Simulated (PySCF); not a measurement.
# Krypton: a sound run and one with changed settings

Sound run: Kr⁺ [Ar] 3d10 4s2 4p5, Kr²⁺ [Ar] 3d10 4s2 4p4. All numbers are calculated (PySCF 2.14, scalar relativity by spin-free X2C-1e, in x2c-SVPall (5s4p3d, 32 functions)). The sound run starts from symmetry-adapted Hartree-Fock orbitals and uses a fine grid where one is needed.

Changed run: 6 angular points. This setting is unsound on purpose.

| species | method | sound run (hartree) | changed run (hartree) | converged |
| --- | --- | --- | --- | --- |
| Kr⁺ | UHF | -2787.20387 | -2787.20387 | yes |
| Kr⁺ | TPSS | -2788.91952 | -2790.65949 | yes |
| Kr⁺ | M06-L | -2788.91240 | -2791.45285 | yes |
| Kr²⁺ | UHF | -2786.34367 | -2786.34367 | yes |
| Kr²⁺ | TPSS | -2788.02010 | -2789.76808 | yes |
| Kr²⁺ | M06-L | -2788.01512 | -2790.46472 | no |

Ionisation energy of Kr⁺:

```
method  sound run (eV)  changed run (eV)
   UHF          23.407            23.407
  TPSS          24.474            24.256
```

A coarse angular grid integrates products of high-l functions wrongly, so density functionals can shift, and the SCF can exploit the error; Hartree-Fock and MP2 need no grid.

For comparison, NIST gives 24.360 eV between the lowest levels.
